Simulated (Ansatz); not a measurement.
Harmonic frequencies (cm⁻¹) at PBE0-D4/def2-TZVP from Ansatz: 136, 193, 223, 267, 420, 590, 692, 882, 2707.

Each molecule was computed in one conformer, which needn't be the lowest.

**Question.** Which molecule is it?
A. `C#[C][Al]([F])[F]`
B. `[SH][AlH][Br]`
C. `[F][Al]([SH])[Cl]`
D. `[F][AlH][GeH3]`

**Answer.** C.
